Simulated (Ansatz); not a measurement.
Basis-set series for FH3OSi2. Charge 0, multiplicity 1. The bonds changed during the relaxation, so this is another structure than the one it started from. The structure was optimised at the PBE0-D4/def2-TZVP level.

Z-matrix (Å, degrees):
```
Si
O 1 1.651
F 1 1.612 2 106.5
H 1 1.502 2 103.7 3 109.8
Si 2 1.612 1 158.8 3 24.4
H 5 1.487 2 113.5 1 13.1
H 5 1.486 2 111.4 1 141.3
```

| functional | basis | functions | energy (Eh) | HOMO (eV) | LUMO (eV) |
| --- | --- | --- | --- | --- | --- |
| PBE0-D4 | def2-TZVPP | 188 | -755.55670 | -5.46 | -3.60 |
| PBE0-D4 | def2-QZVPP | 344 | -755.58749 | -5.49 | -3.64 |
| ωB97M-V | def2-TZVPP | 188 | -755.87337 | -6.86 | -2.08 |
| ωB97M-V | def2-QZVPP | 344 | -755.90213 | -6.90 | -2.16 |

(1) Give the rows for def2-SVP. (An estimate is asked.)

## Answers

(1) Ansatz gave: 
| functional | basis | functions | energy (Eh) | HOMO (eV) | LUMO (eV) |
| --- | --- | --- | --- | --- | --- |
| PBE0-D4 | def2-SVP | 79 | -755.12107 | -5.41 | -3.48 |
| ωB97M-V | def2-SVP | 79 | -755.43337 | -6.78 | -1.91 |
